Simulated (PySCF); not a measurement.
Ge(H)2(Et)(OH) (C2H8GeO), SMILES [CH2]([GeH2][OH])C. Atoms are numbered in the order given.

```xyz
12

Ge     0.5274     0.4098     0.1792
O      1.3398    -1.1590    -0.2237
C     -1.3061     0.4027    -0.5487
C     -2.1197    -0.8076    -0.0814
H      1.4245     1.4783    -0.4948
H      0.4974     0.5925     1.7310
H      1.0455    -1.8608     0.3844
H     -1.2141     0.4183    -1.6551
H     -1.7917     1.3586    -0.2566
H     -2.2541    -0.8124     1.0208
H     -3.1322    -0.8290    -0.5351
H     -1.6142    -1.7563    -0.3581
```

Coordinates come from a PBE-D3(BJ)/def2-SVP optimisation. This is a generated structure with no PubChem entry under its InChIKey; it may be hypothetical. The values are those of a single conformer.

These are B3LYP/pcSseg-1 (PySCF) values and carry that method's errors.

GIAO shieldings, no solvent; atoms listed in one row are averaged. δ = σ(ref) − σ: ⁷³Ge against GeH4 (σ = 1631.8 ppm); ¹⁷O against H2O (σ = 333.8 ppm); ¹³C against TMS (σ = 181.3 ppm); ¹H against TMS (σ = 31.68 ppm), references at their B3LYP-D3(BJ)/def2-TZVP geometries, non-relativistic.

Question: Estimate the chemical shifts. (The exact figures need the calculation; the answer reports its results.)

Answer: 
| nucleus | atoms | count | δ (ppm) |
|---|---|---|---|
| ⁷³Ge | Ge1 | 1 | 331.9 |
| ¹⁷O | O2 | 1 | 5.9 |
| ¹³C | C3 | 1 | 19.5 |
| ¹³C | C4 | 1 | 14.1 |
| ¹H | H5, H6 | 2 | 5.52 |
| ¹H | H8 | 1 | 1.72 |
| ¹H | H10, H11, H12 | 3 | 1.72 |
| ¹H | H9 | 1 | 1.18 |
| ¹H | H7 | 1 | 0.54 |
